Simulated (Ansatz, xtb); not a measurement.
**Ranking isomers of CH9FOSi3**

4 gas-phase structures of CH9FOSi3, from a drawn sample of its isomers (lower ones may exist). Each was relaxed with GFN2-xTB; where two conformers were screened, the lower at r2SCAN-D4/def2-SVP is listed:

A. `C[SiH2][SiH2]O[SiH2]F`, a singlet
B. `C[SiH2]O[Si@H](F)[SiH3]`, a singlet
C. `C[SiH2]O[SiH2][SiH2]F`, a singlet
D. `F[SiH2]C[SiH2]O[SiH3]`, a singlet

Task: Make a reasoned guess at their ranking by r2SCAN-D4/def2-SVP single-point energy.

Result: Calculated order at r2SCAN-D4/def2-SVP: B (0.0), A (0.8), D (3.2), C (11.5) kcal/mol. Less than 1 kcal/mol parts B and A, so the order within that pair means little.

Energies above the lowest of each column, in kcal/mol; the last columns are at PBE0-D3(BJ)/def2-SVP geometries:

| structure | GFN2-xTB | HF/STO-3G | r2SCAN-D4/def2-SVP | PBE0-D3(BJ)/def2-SVP | CCSD(T)/def2-SVP + ΔMP2/def2-TZVPP |
| --- | --- | --- | --- | --- | --- |
| B | 6.4 | 0.0 | 0.0 | 0.0 | 0.0 |
| A | 4.9 | 3.2 | 0.8 | 0.3 | 0.8 |
| D | 0.0 | 8.6 | 3.2 | 4.7 | 1.1 |
| C | 4.6 | 11.8 | 11.5 | 9.0 | 8.1 |

CCSD(T)/def2-SVP + ΔMP2/def2-TZVPP puts B lowest, with A within 1 kcal/mol; GFN2-xTB picks D. Flexible structures stand in one conformer each, not always the lowest. B keeps a small imaginary mode. D keeps a small imaginary mode. ΔMP2 is the change of the MP2 energy from the smaller to the larger basis.

Over these structures GFN2-xTB departs from r2SCAN-D4/def2-SVP by 5.1 kcal/mol on average once a common shift is removed. A GFN2-xTB relaxation took about 0.13 s and the r2SCAN-D4/def2-SVP energy about 2.5 s on a shared host (Ansatz 0.2.0, xtb 6.7.1).
